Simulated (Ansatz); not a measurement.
The same path of C$_{3}$H$_{8}$BN (13 atoms, charge 0, multiplicity 1) was run twice with different band settings. The coordinate that changes most is the height of N1 over the plane of its neighbours.

Level of theory: RKS r2SCAN/cc-pVDZ in Ansatz.

Relaxed end points:

```xyz
13
Properties=species:S:1:pos:R:3
N -0.734 1.562 0.623
C -0.986 0.153 0.323
C 0.045 -0.383 -0.660
B 0.789 -1.671 -0.274
C 1.520 -0.331 -0.197
H -1.463 1.910 1.251
H -0.833 2.105 -0.239
H -1.996 -0.070 -0.084
H -0.919 -0.397 1.281
H -0.153 -0.135 -1.711
H 0.764 -2.853 -0.105
H 2.280 -0.098 -0.953
H 1.708 0.174 0.759
```

```xyz
13
Properties=species:S:1:pos:R:3
N -1.190 1.592 0.444
C -1.115 0.140 0.284
C 0.037 -0.376 -0.578
B 0.801 -1.660 -0.233
C 1.476 -0.302 -0.002
H -0.297 1.914 0.832
H -1.219 2.015 -0.489
H -2.072 -0.212 -0.139
H -1.050 -0.300 1.295
H -0.053 -0.100 -1.639
H 0.829 -2.849 -0.132
H 2.285 0.040 -0.658
H 1.588 0.063 1.029
```

Common settings: spring 5.0 eV/Å²; optimiser quadratic models (default); start path IDPP; force threshold 0.03 eV/Å; iteration limit 60; end points relaxed.

| run | movable images | climbing image |
| --- | --- | --- |
| 1 | 5 | yes |
| 2 | 6 | no |

What does each run give, and how far can it be trusted?

Run 1: converged after 9 iterations, highest image 0.220 eV above the first end. A vibrational analysis at the climbing image gives one clearly imaginary mode, 666i cm⁻¹: a first-order saddle point.
Run 2: converged after 12 iterations, highest image 0.156 eV above the first end. No image climbed, so the highest image needn't sit at the top of the path.
